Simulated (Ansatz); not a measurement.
Here is a job for Ansatz (a quantum-chemistry and plane-wave program).
Ansatz 0.2 input:
```yaml
crystal:
  periodic: [false, false, false]
  atoms:
    - {symbol: S, position_ang: [0.01164702, -0.00345740, 0.31572720]}
    - {symbol: O, position_ang: [-0.03156227, 1.26296905, -0.30120014]}
    - {symbol: O, position_ang: [0.00826823, -1.25605426, -0.33025426]}
basis:
  gaussian:
    orbitals: def2-SVPD
hamiltonian:
  xc: pbe
total_charge: 1
magnetization: {spin_polarized: true, initial_magnetization: 1}
```

### Question
What number of basis functions does PBE/def2-SVPD run with Ansatz give?

### Answer
73

### Question
What is the computed total energy (PBE/def2-SVPD)?

### Answer
-547.6152 Eh
